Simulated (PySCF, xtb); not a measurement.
Ga(H)(Br)(OMe) (CH₄BrGaO), SMILES C[O][GaH][Br].

GFN2-xTB (xtb) at its own geometry gives an orbital gap of 4.27 eV and a dipole moment of 4.14 D.

Geometry: TPSSh-D3(BJ)/def2-SVP. The structure was generated by enumeration; whether it is a known compound was not checked. Other conformers were not sampled.

**Question.** What does PBE/def2-TZVP (PySCF) give? (The exact figures need the calculation; the answer reports its results.)

**Answer.** gap 4.72 eV (levels -6.69 and -1.97 eV), dipole 0.72 D.
